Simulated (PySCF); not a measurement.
Cl2GeH4OSi, SMILES [Si](Cl)(O)([GeH3])Cl.

Coordinates come from a B3LYP-D3(BJ)/def2-SVP optimisation. One conformer was computed; it need not be the lowest.

The numbers are results of PBE/def2-TZVP (PySCF), not measurements.

Symmetry labels are those of the subgroup Cs that the program uses (full group Cs).

Computed valence orbital energies around the gap with their symmetry:
```
orbital  symmetry  energy (eV)
-------  --------  -----------
HOMO−7         A'        -8.93
HOMO−6         A"        -8.72
HOMO−5         A'        -8.70
HOMO−4         A"        -8.59
HOMO−3         A'        -8.22
HOMO−2         A"        -7.93
HOMO−1         A"        -7.64
HOMO           A'        -7.33
LUMO           A'        -1.12
LUMO+1         A'        -0.93
LUMO+2         A"        -0.80
LUMO+3         A'         0.10
```
